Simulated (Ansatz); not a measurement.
Basis-set series for H4NPZn, SMILES `P[NH][ZnH]`. Total charge 0; spin multiplicity 1. The geometry is a stationary point of PBE0-D4/def2-TZVP. It is one conformer, not always the lowest.

```csv
functional,basis,functions,energy (Eh),HOMO (eV),LUMO (eV)
PBE0-D4,def2-SVP,83,-2177.04050,-6.53,0.03
PBE0-D4,def2-TZVPP,193,-2177.49114,-6.74,-0.56
ωB97M-V,def2-SVP,83,-2177.33287,-8.66,1.54
ωB97M-V,def2-TZVPP,193,-2177.78584,-8.90,0.78
```

Question: Give the rows for def2-QZVPP. (Best estimate.)

Answer: The calculation gave: 
```
functional       basis  functions  energy (Eh)  HOMO (eV)  LUMO (eV)
   PBE0-D4  def2-QZVPP        347  -2177.54979      -6.76      -0.64
   ωB97M-V  def2-QZVPP        347  -2177.84247      -8.93       0.49
```

Positive LUMOs are unbound and depend on the basis. Scalar relativity is left out up to krypton.

All numbers were calculated with Ansatz.
